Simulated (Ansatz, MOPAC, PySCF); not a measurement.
Complex: H2O (SMILES O) (first 3 atoms) with CH3Br (SMILES CBr); geometry from B3LYP-D3(BJ)/def2-TZVP.
(charge 0, multiplicity 1):
```xyz
8

O     -0.166     0.157     0.828
H      0.756    -0.038     1.039
H     -0.138     0.953     0.287
C      0.666    -0.011     4.061
Br     2.395    -0.154     3.137
H      0.739     0.824     4.748
H      0.507    -0.945     4.587
H     -0.084     0.156     3.295
```

Monomers are frozen at their geometry in the pair; levels with a basis set take the counterpoise correction. Rows marked so take none.

Rows in 6-31G*, STO-3G carry no dispersion term and start afresh at each structure (6-31G* with six Cartesian d functions); the Pople sets are all-electron and without relativity. The state that AM1 reach isn't checked.

Codes used: Ansatz (an electronic-structure program); MOPAC for AM1 (differences of heats of formation); PySCF for 6-31G* rows, STO-3G rows, the dispersion terms. Each number belongs to the level named beside it.

### Question
One of these levels gives -5.4 kJ/mol for the interaction energy. Name it.
(A) HF/STO-3G (no counterpoise)
(B) revPBE-D4/def2-TZVPPD
(C) BP86/6-31G* (no counterpoise)
(D) AM1

### Answer
D, AM1. The others give -8.1 (HF/STO-3G (no counterpoise)), -17.2 (BP86/6-31G* (no counterpoise)), -13.5 (revPBE-D4/def2-TZVPPD)
